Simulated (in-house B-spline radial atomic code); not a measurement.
Rb⁺. Computed with a B-spline radial atomic code. Model: all-electron spherical atom, spin shells full or empty, radial basis limit, no spin-orbit coupling, Breit or QED, empty-state partial waves extrapolated as (l+1/2)^-4, RPA, G0W0 and static COHSEX of the highest shell as one setting changes (uncorrelated shells keep exact exchange).

Empty levels are discrete states of a finite basis, so the steps are uneven.

Given: element Rb; charge 1; filled core Ar; hamiltonian one-electron scalar X2C; mean-field start Hartree-Fock; highest l of empty states 9; nuclear rms radius 4.2036 fm; lowest nl shells left uncorrelated 4; highest mean-field shell 4p; box radius 23.78 bohr.

Shell: 3d 5 5, 4s 1 1, 4p 3 3 (electrons up and down).

| highest empty level kept (hartree) | RPA correlation energy (hartree) | G0W0 level (eV) | G0W0 minus most complete (meV) | COHSEX level (eV) | linearised minus solved G0W0 (meV) |
| --- | --- | --- | --- | --- | --- |
| 1.33 | -0.13904 | -26.888 | 1118 | -27.345 | -0.2 |
| 2.67 | -0.23706 | -27.15 | 856.2 | -28.01 | -0.1 |
| 4.67 | -0.34659 | -27.418 | 588.4 | -28.603 | 0 |
| 8 | -0.45504 | -27.592 | 413.7 | -28.977 | 0 |
| 13.33 | -0.61376 | -27.757 | 248.9 | -29.337 | -0.1 |
| 24 | -0.89397 | -27.871 | 134.6 | -29.604 | -0.1 |
| 40 | -1.095 | -27.928 | 77.8 | -29.748 | -0.1 |
| 80 | -1.2661 | -27.969 | 36.9 | -29.868 | -0.1 |
| 160 | ? | ? | ? | ? | ? |
| 333.33 | -1.4264 | -28.002 | 3.6 | -29.967 | -0.2 |
| 800 | ? | ? | ? | ? | ? |
| 2666.7 | -1.4406 | -28.006 | 0 | -29.978 | -0.2 |

**Question.** What follows for highest empty level kept = 160?

**Answer.** RPA correlation energy -1.3876 hartree; G0W0 level -27.994 eV; G0W0 minus most complete 11.9 meV; COHSEX level -29.942 eV; linearised minus solved G0W0 -0.2 meV.

**Question.** What follows for highest empty level kept = 800?

**Answer.** RPA correlation energy -1.4392 hartree; G0W0 level -28.006 eV; G0W0 minus most complete 0.4 meV; COHSEX level -29.977 eV; linearised minus solved G0W0 -0.2 meV.
